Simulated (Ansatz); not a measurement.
Reaction (adduct formation): `[CH3][InH][CH3]` + H₂Se → `[CH3][InH-]([CH3])[SeH2+]`

Calculated with Ansatz (gas phase, PBE0-D4/def2-TZVP geometries, no zero-point term in ΔE). CCSD(T)/CBS is the MP2 limit (def2-TZVPP, def2-QZVPP) plus CCSD(T) − MP2 in def2-TZVPP, frozen cores. Functionals use def2-TZVPP. B3LYP here is the variant with VWN-RPA as its local correlation; programs differ in this. Elements past krypton have def2 core potentials. For In, Se outer-core shells are correlated without core-valence functions, which leaves a few kJ/mol of doubt a bond. Scalar relativity is left out up to krypton. One conformer a species, not always the lowest.

```
             level  ΔE (kcal/mol)  difference from CCSD(T)/CBS
         revPBE-D4           -8.0                          2.4
         r2SCAN-D4           -9.3                          1.1
          B3LYP-D4           -8.2                          2.2
          BHLYP-D4           -8.9                          1.5
            B2PLYP           -6.6                          3.8
          PBE-QIDH           -8.6                          1.8
               PBE           -6.9                          3.5
              PBE0           -7.0                          3.4
             BHLYP           -5.3                          5.1
SCS-MP2/def2-TZVPP           -8.4                          2.0
       CCSD(T)/CBS          -10.4                            0
```

Largest T1 diagnostic among the species: 0.012.

The D4 term adds −3.6 kcal/mol with B3LYP and −2.1 kcal/mol with PBE0; it sums over pairs of atoms, weighted by their polarisabilities, and B3LYP, whose exchange is more repulsive, gets the larger term. Leaving LDA and LC-ωPBE aside and taking each functional with its dispersion term where it has one, the values spread over 2.7 kcal/mol, from r2SCAN-D4 to B2PLYP. LDA lies −5.4 kcal/mol from PBE without D4. In def2-TZVPP, CCSD(T) changes the Hartree–Fock value by −6.4 kcal/mol (the triples alone add −0.9 kcal/mol) and MP2 by −7.3 kcal/mol.

CCSD(T)/CBS has its own doubt, a few kJ/mol and more with outer-core shells, so smaller differences from it don't rank the levels.
